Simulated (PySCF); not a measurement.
Au(CNMe) (C2H3AuN), SMILES [C-](->[Au])#[N+]C (connectivity only; charge and spin as stated), neutral, multiplicity 2.

Geometry optimised at B3LYP-D3(BJ)/def2-SVP. A frequency run showed that this geometry is not a minimum. The multiplicity is an assumed one; other spin states were not compared. The isomer is the one that the SMILES or the coordinates give; other isomers of the formula were not compared. The def2 effective core potentials stand for the cores of Au; spin–orbit coupling is left out.

Two levels are set side by side: PBE/def2-TZVPD (PySCF) and B3LYP/def2-TZVPD (PySCF). Same geometry, gas phase. Differences are taken from unrounded values.

| quantity | B3LYP | PBE | PBE minus B3LYP |
|---|---|---|---|
| α-spin orbital gap (eV) | 3.55 | 2.30 | -1.25 |
| β-spin orbital gap (eV) | 4.62 | 2.95 | -1.68 |
| dipole moment (D) | 5.53 | 5.41 | -0.12 |
| mean polarisability (bohr³) | 83.4 | 84.4 | 1.0 |

Rough cost on one machine, each run with all the roots and properties that it gave: B3LYP against PBE within a factor of 2.
